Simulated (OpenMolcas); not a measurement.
**Dy2+: moving or changing the point charges**

Dy2+ among 6 point charges of -2 e arranged as a trigonal antiprism (D3d), 2.42 Å from the ion, with a polar angle of 64.6° against the regular 54.74°.
```
   0.0000    2.1859    1.0385  -2.00
  -1.8930   -1.0929    1.0385  -2.00
   1.8930   -1.0929    1.0385  -2.00
   0.0000   -2.1859   -1.0385  -2.00
   1.8930    1.0929   -1.0385  -2.00
  -1.8930    1.0929   -1.0385  -2.00
```

* Program: OpenMolcas
* Method: CASSCF
* Basis: ANO-RCC-VDZP [7s6p4d2f1g]
* Scalar Hamiltonian: DKH2, point nucleus
* Active space: 10 electrons in 7 orbitals (4f)
* State averaging: 2S+1 = 5 even, 35 roots (33 in the spin-orbit step); 2S+1 = 3 even, 106 roots kept (CI in the orbitals of an earlier block); 2S+1 = 1 even, 41 roots kept (CI in the orbitals of an earlier block, 31 in the spin-orbit step)
* Spin-orbit coupling: RASSI with atomic mean-field integrals over the reference wave functions

Runs around this geometry, states (labels of D3, the rotations of D3d). Energies in cm-1 above the lowest state or level, χT in cm3 K/mol.

```csv
R (Å),q (e),Ground state,First state of that spin,First gap with spin-orbit (degeneracies),Width of lowest J,χT at 300 K
2.42,-1,5A1,5E 16.1,"6.8 (1, 2)",494,13.901
2.42,-2,5A1,5E 30.5,"14.4 (1, 2)",1059,13.810
2.56,-2,5A1,5E 24.6,"11.8 (1, 2)",864,13.844
2.81,-2,5A1,5E 17.7,"8.8 (1, 2)",632,13.890
```

Taking the width of the lowest J multiplet as R^-n, n = -ln(632 / 1059) / ln(2.81 / 2.42) = 3.5 between the shortest and longest distance.

Scaling the charges by -1 / -2 = 0.50 scales the width of the lowest J multiplet by 494 / 1059 = 0.47; with fixed orbitals a first-order splitting would follow the charge.

High states are left out of the spin-orbit mixing, which shifts the levels that they would mix with. Point charges carry no covalency, so the field is a model and not that of real ligands. An unlabelled pair can be two single states that coincide in this model. No measured value stands beside these numbers.
